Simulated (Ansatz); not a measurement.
Start from `F[SiH2][AlH][NH][SiH3]` and change one atom or group to get `[OH][AlH][NH][SiH3]`.

Ansatz, PBE0-D4/def2-TZVP geometries, multiplicity 1. Each molecule was computed in one conformer, which needn't be the lowest.

```
                                        property  `F[SiH2][AlH][NH][SiH3]`
           HOMO energy (ωB97M-V/def2-TZVPP) / eV                     -9.67
              HOMO energy (PBE0/def2-TZVPP) / eV                     -7.65
  size of the dipole moment (PBE/def2-TZVPP) / D                      1.93
               LUMO energy (PBE/def2-TZVPP) / eV                     -2.50
size of the dipole moment (B3LYP/def2-TZVPP) / D                      2.05
           HOMO–LUMO gap (B3LYP/def2-TZVPP) / eV                      5.55
```

Give the same properties after the change, and the shifts. (Estimate.)

Ansatz gave: 
| property | `[OH][AlH][NH][SiH3]` | shift |
| --- | --- | --- |
| HOMO energy (ωB97M-V/def2-TZVPP) / eV | -9.89 | -0.22 |
| HOMO energy (PBE0/def2-TZVPP) / eV | -7.59 | 0.06 |
| size of the dipole moment (PBE/def2-TZVPP) / D | 1.52 | -0.41 |
| LUMO energy (PBE/def2-TZVPP) / eV | -0.91 | 1.59 |
| size of the dipole moment (B3LYP/def2-TZVPP) / D | 1.61 | -0.44 |
| HOMO–LUMO gap (B3LYP/def2-TZVPP) / eV | 6.99 | 1.44 |

With PBE0 the HOMO rises by 0.06 eV and the LUMO rises by 1.60 eV, so the gap widens by about 1.54 eV. PBE moves the HOMO by 0.21 eV and ωB97M-V by -0.22 eV. Dipoles are sizes alone; their direction can turn.

B3LYP here is the variant with VWN-RPA as its local correlation; programs differ in this.
